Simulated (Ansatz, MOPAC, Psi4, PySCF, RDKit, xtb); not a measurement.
Noncovalent pair: C2H6 (SMILES CC) (first 8 atoms) with CH4S (SMILES CS); geometry from B3LYP-D3(BJ)/def2-TZVP, rigid monomers moved along the line of their centres of mass till C1···H11 is 2.72 Å.
(charge 0, multiplicity 1):
```xyz
14

C     -0.52662     0.55892     0.23314
C      0.54677    -0.52324     0.16284
H     -1.27739     0.42072    -0.54717
H     -0.09607     1.55381     0.10067
H     -1.04303     0.54068     1.19448
H      0.11665    -1.51697     0.30424
H      1.30963    -0.38017     0.93140
H      1.05494    -0.52026    -0.80340
C      0.83582     0.88121     3.50363
S     -0.32088    -0.50815     3.72969
H      0.70786     1.34605     2.52857
H      0.59036     1.60879     4.27531
H      1.86702     0.56201     3.63834
H      0.14603    -1.27439     2.73135
```

| level | interaction energy (kcal/mol) | cost |
|---|---|---|
| MMFF94 | 2.00 | - |
| UFF | 0.45 | - |
| GFN-FF | -0.46 | - |
| AM1 | 0.18 | - |
| PM3 | 0.32 | - |
| PM6 | 0.37 | - |
| PM7 | 0.10 | - |
| GFN1-xTB | -0.38 | - |
| GFN2-xTB | -0.67 | - |
| HF/STO-3G (no counterpoise) | 2.79 | - |
| HF/3-21G (no counterpoise) | 1.92 | - |
| HF/6-31G* | 3.53 | - |
| HF/6-31G* (no counterpoise) | 3.26 | - |
| HF/aug-cc-pV(D+d)Z | 3.59 | - |
| PBE/def2-TZVPPD | 0.73 | ×1 |
| PBE-D3(BJ)/def2-TZVPPD | -1.44 | ×1 |
| PBE-D4/def2-TZVPPD | -1.30 | ×1 |
| BP86/6-31G* (no counterpoise) | 1.74 | - |
| r2SCAN/def2-TZVPPD | -0.39 | ×2 |
| r2SCAN-D3(BJ)/def2-TZVPPD | -1.23 | ×2 |
| r2SCAN-D4/def2-TZVPPD | -1.09 | ×2 |
| B3LYP/3-21G (no counterpoise) | 0.15 | - |
| B3LYP/6-31G* | 2.13 | - |
| B3LYP/6-31G* (no counterpoise) | 1.54 | - |
| B3LYP/6-311+G** (no counterpoise) | 1.89 | - |
| B3LYP-D3(BJ)/def2-TZVPPD | -1.28 | ×2 |
| B3LYP-D4/def2-TZVPPD | -0.92 | ×2 |
| PBE0/def2-TZVPPD | 0.68 | ×2 |
| PBE0-D3(BJ)/def2-TZVPPD | -1.34 | ×2 |
| PBE0-D4/def2-TZVPPD | -1.17 | ×2 |
| M06-2X/6-31G* (no counterpoise) | -2.08 | - |
| wB97X-V/def2-TZVPPD | -1.03 | ×3 |
| wB97M-V/def2-TZVPPD | -1.23 | ×4 |
| MP2/6-31G* | 1.46 | - |
| MP2/6-31G* (no counterpoise) | 0.21 | - |
| MP2/aug-cc-pV(D+d)Z | -0.71 | - |
| SCS-MP2/aug-cc-pV(D+d)Z | 0.36 | - |
| CCSD/aug-cc-pV(D+d)Z | 0.11 | - |
| CCSD(T)/aug-cc-pV(D+d)Z | -0.45 | ×40 |
| SAPT0/jun-cc-pV(D+d)Z | 0.09 | - |

The rows run from -2.08 (M06-2X/6-31G* (no counterpoise)) to 3.59 kcal/mol (HF/aug-cc-pV(D+d)Z). In aug-cc-pV(D+d)Z the value moves HF 3.59, MP2 -0.71, CCSD 0.11, CCSD(T) -0.45, a shift of -4.04 from HF to CCSD(T). The dispersion term adds -2.17 in PBE-D3(BJ), -2.03 in PBE-D4, -0.83 in r2SCAN-D3(BJ). The 5 functionals in def2-TZVPPD without D3 or D4 span 1.96, from wB97M-V to PBE.

Monomers are frozen at their geometry in the pair; levels with a basis set take the counterpoise correction. Rows marked so take none. RDKit's UFF carries no charges.

Cores are frozen in the correlated methods. Rows in 3-21G, 6-311+G**, 6-31G*, STO-3G carry no dispersion term and start afresh at each structure (6-31G* with six Cartesian d functions). MP2/6-31G* freezes PySCF's default core. The state that AM1, PM3, PM6, PM7 reach isn't checked; PM7 holds dispersion and hydrogen-bond terms.

Codes used: Ansatz (an electronic-structure program); MOPAC for AM1, PM3, PM6, PM7 (differences of heats of formation); Psi4 for SAPT; PySCF for 3-21G rows, 6-311+G** rows, 6-31G* rows, STO-3G rows, the dispersion terms; RDKit for the force fields; xtb for the GFN methods. 

Costs are rough ratios of core time to PBE/def2-TZVPPD (about 13 s over the structures, on one shared machine); a dash marks a level with no comparable run of its own.
